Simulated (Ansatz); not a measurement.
Basis-set series for C₂H₂ClFOSe, SMILES `OC(F)(Cl)C=[Se]`. The species carries charge 0 and has multiplicity 1. The structure was optimised at the PBE0-D4/def2-TZVP level. It is one conformer, not always the lowest.

```tsv
functional	basis	functions	energy (Eh)	HOMO (eV)	LUMO (eV)
PBE0-D4	def2-TZVPP	242	-3113.63202	-6.78	-3.16
PBE0-D4	def2-QZVPP	447	-3113.70884	-6.81	-3.20
ωB97M-V	def2-TZVPP	242	-3114.09923	-8.98	-1.06
ωB97M-V	def2-QZVPP	447	-3114.17312	-9.02	-1.11
```

Question: Give the rows for def2-SVP. (Best estimate.)

Answer: Computed: 
| functional | basis | functions | energy (Eh) | HOMO (eV) | LUMO (eV) |
| --- | --- | --- | --- | --- | --- |
| PBE0-D4 | def2-SVP | 116 | -3112.88172 | -6.63 | -3.03 |
| ωB97M-V | def2-SVP | 116 | -3113.34497 | -8.81 | -0.87 |

Scalar relativity is left out up to krypton.
